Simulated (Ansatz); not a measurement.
One geometry of Cu(NH3)Br (CuBrNH3), several levels of theory.

```yaml
crystal:
  periodic: [false, false, false]
  atoms:
    - {symbol: Cu, position_ang: [-0.005409, 0.004521, -1.114347]}
    - {symbol: N, position_ang: [0.002432, -0.002810, 0.832739]}
    - {symbol: H, position_ang: [-0.410246, 0.844878, 1.208998]}
    - {symbol: H, position_ang: [0.947217, -0.069873, 1.198003]}
    - {symbol: H, position_ang: [-0.523697, -0.788151, 1.202735]}
    - {symbol: Br, position_ang: [-0.010307, 0.011435, -3.328118]}
basis:
  gaussian: {orbitals: def2-TZVP, initial_orbitals: start.molden}
magnetization: {spin_polarized: true, initial_magnetization: 2}
hamiltonian: {xc: r2scan, dispersion: d4}
scf: {omitted_lower_state_checks: [starts]}
output: {orbitals: {seedname: orbitals}}
```

The file start.molden holds the orbitals of an earlier run on this structure, at another level or in another basis.

```sh
$ ansatz run in.yaml --threads 4 --pin off --events-out ev --progress --plain --max-ram 3916MiB
```

It prints (some lines left out):

```
Functional definition: r2SCAN
1116 factors; their error is unknown
mean field evaluation 1: about -116223.7734 eV, gradient 5.8e0 eV
mean field evaluation 2: about -116223.8811 eV, gradient 7.7e-1 eV
mean field evaluation 4: about -116223.9147 eV, gradient 7.4e-2 eV
mean field evaluation 8: about -116223.8317 eV, gradient 2.3e0 eV
mean field evaluation 16: about -116223.8533 eV, gradient 2.1e-4 eV
mean field -116223.85332569 eV, -4271.1478303620 hartree, gradient 1.6e-6 eV, S^2 2.003501; 0 other end points of the search recorded, 0 dependent functions left out
reference -116223.85334717 eV, -4271.1478311513 hartree; 38, 36 occupied and 104, 106 virtual orbitals, 1116 factors
Total energy: -116223.87565290 eV, -4271.1486508718 hartree
Checks for a lower state left out: starts
```

Run time 30 s (4 threads of Arm Neoverse V1 on a shared host).

The first input with `gaussian: {orbitals: def2-TZVP}`, `hamiltonian: {xc: pbe0, dispersion: d4}` (abridged; 15 s):

```
Functional definition: PBE0
mean field evaluation 16: about -116208.6981 eV, gradient 1.3e-2 eV
mean field evaluation 32: about -116208.8020 eV, gradient 2.0e-3 eV
mean field -116208.80200311 eV, -4270.5947044591 hartree, gradient 5.6e-6 eV, S^2 2.003293
Total energy: -116208.88354110 eV, -4270.5977009250 hartree
Checks for a lower state left out: starts
```

First input, but with `hamiltonian: {xc: pbe, dispersion: d4}` (abridged; 16 s):

```
Functional definition: PBE
mean field evaluation 16: about -116206.5425 eV, gradient 6.4e-3 eV
mean field -116206.54249409 eV, -4270.5116690341 hartree, gradient 4.2e-6 eV, S^2 2.001476
Total energy: -116206.63847894 eV, -4270.5151964125 hartree
Checks for a lower state left out: starts
```

Geometry: PBE0-D4/def2-TZVP, that of the neutral singlet.

At PBE-D4/def2-TZVP the gap within one spin of the charge 0 triplet nearly closes, so an electron or hole may be smeared out by delocalisation error. At PBE0-D4/def2-TZVP a singlet of charge 0 lies 4.33 eV below the triplet at the same geometry.
